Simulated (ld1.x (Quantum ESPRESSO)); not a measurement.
**What one change does to a pseudopotential (Cu (Z = 29), TM)**

ld1.x (Quantum ESPRESSO) 7.5 input, shortened:

```
&input
   title='Cu', zed=29., rel=1, dft='WC', iswitch=3,
   config='[Ar] 3d8 4s0 4p0 4f-2'
 /
 &inputp
   pseudotype=2, tm=.true., lloc=3,
   nlcc=.false.
 /
4
3S  1  0   2.00   0.00  1.20  1.20  0.0
3P  2  1   6.00   0.00  1.00  1.00  0.0
3D  3  2   8.00   0.00  1.50  1.50  0.0
4F  4  3  -2.00   0.10  1.40  1.40  0.0
 &test
   configts(1)='3s2 3p6 3d8 4s0 4p0'
 /
```

Change: core correction a·sin(br)/r model core inside 0.46 bohr.

Cutoffs: the cutoffs (Ry, on a coarse ladder) from which the occupation-weighted sum of valence levels, in a spherical-Bessel basis at the reference potential, stays within 10 and 1 mRy of its value at 400 Ry; they do not see the model core or the augmentation charge, which bear on the density cutoff. Errors are all-electron minus pseudo energies relative to the spin-unpolarised reference configuration.

Question: Predict the effect on cutoff, ghosts and configuration errors.

Answer: The potential gets neither clearly harder nor softer (140 Ry and 230 Ry → 140 Ry and 230 Ry); the errors of the 7 common tests hardly move; neither file shows a bound ghost. A model core, the more so a compact one, raises the density cutoff, which this test does not measure.

| quantity | base | changed |
| --- | --- | --- |
| cutoff, loose | 140 Ry | 140 Ry |
| cutoff, tight | 230 Ry | 230 Ry |
| bound ghosts | none | none |
| error for 3s2 3p6 3d10 4s1 4p0, meV [ΔE -68.46 eV] | +534 | +534 |
| error for 3s2 3p6 3d10 4s0 4p0, meV [ΔE -60.37 eV] | +49 | +48 |
| error for 3s2 3p6 3d9 4s0 4p0, meV [ΔE -39.03 eV] | +36 | +36 |
| error for 3s2 3p5 3d10 4s1 4p0, meV [ΔE 11.01 eV] | +970 | +966 |
| error for 3s2 3p6 3d9 4s1 4p1, meV [ΔE -61.56 eV] | +792 | +791 |
| error for 3s2 3p6 3d9 4s2 4p0, meV [ΔE -66.48 eV] | +1346 | +1341 |
| error for 3s2 3p6 3d10 4s0.5 4p0, meV [ΔE -65.31 eV] | +331 | +331 |
| s: phases at 1.65 bohr within 0.05 rad from the reference energy up to (Ry; the scan ends near 5) | -4.2 | -4.2 |
| p: phases at 1.65 bohr within 0.05 rad from the reference energy up to (Ry; the scan ends near 5) | -1.5 | -1.5 |
| d: phases at 1.65 bohr within 0.05 rad from the reference energy up to (Ry; the scan ends near 5) | 0.3 | 0.3 |
| f: phases at 1.65 bohr within 0.05 rad from the reference energy up to (Ry; the scan ends near 5) | to the end of the scan | to the end of the scan |
